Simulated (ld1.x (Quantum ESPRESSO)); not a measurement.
What one change does to a pseudopotential (Mg, TM)

ld1.x (Quantum ESPRESSO) 7.5 input, shortened:

```
&input
   title='Mg', zed=12., rel=0, dft='BP', iswitch=3,
   config='[Ne] 3s1.75 3p0'
 /
 &inputp
   pseudotype=2, tm=.true., lloc=0,
   nlcc=.false.
 /
2
2P  2  1   6.00   0.00  0.55  0.55  0.0
2S  1  0   2.00   0.00  0.80  0.80  0.0
 &test
   configts(1)='2s2 2p6 3s1.75 3p0'
 /
```

Occupied shells without a wave of their own: 3s. They enter only through the test configuration that unscreens the potential.

Change: all radii scaled by about 1.35 (s 1.08, p 0.74 bohr).

Cutoffs: the cutoffs (Ry, on a coarse ladder) from which the occupation-weighted sum of valence levels, in a spherical-Bessel basis at the reference potential, stays within 10 and 1 mRy of its value at 400 Ry; they do not see the model core or the augmentation charge, which bear on the density cutoff. Errors are all-electron minus pseudo energies relative to the spin-unpolarised reference configuration.

How do hardness, ghosts and transferability respond?

Of the 7 tests that both files solve, the error grows in 7 and shrinks in 0 by more than 15 % and 0.3 meV (median size 68.4 → 152.5 meV); neither file shows a bound ghost. More of the atom is replaced by a form fitted at one configuration, so other configurations suffer.

| quantity | base | changed |
| --- | --- | --- |
| cutoff, loose | over 300 Ry | 260 Ry |
| cutoff, tight | over 300 Ry | over 300 Ry |
| loose cutoff by channel (10 mRy a level) | p over 300 Ry, s 110 Ry | p 230 Ry, s 35 Ry |
| bound ghosts | none | none |
| largest miss of a reference level, eV | 0.05 | 0.16 |
| error for 2s2 2p6 3s2 3p0, meV [ΔE -1.40 eV] | +11 | +36 |
| error for 2s2 2p6 3s1 3p0, meV [ΔE 6.67 eV] | -45 | -152 |
| error for 2s2 2p6 3s0 3p0, meV [ΔE 21.56 eV] | -144 | -488 |
| error for 2s2 2p6 3s1 3p1, meV [ΔE 2.09 eV] | -29 | -95 |
| error for 2s2 2p6 3s0 3p2, meV [ΔE 5.76 eV] | -76 | -249 |
| error for 2s1 2p6 3s2 3p0, meV [ΔE 89.90 eV] | +68 | +149 |
| error for 2s2 2p5 3s2 3p0, meV [ΔE 57.32 eV] | +104 | +309 |

Changed file: The 3s level has no wave, so the channel is fitted at the deeper level alone: the likely source of the large errors.
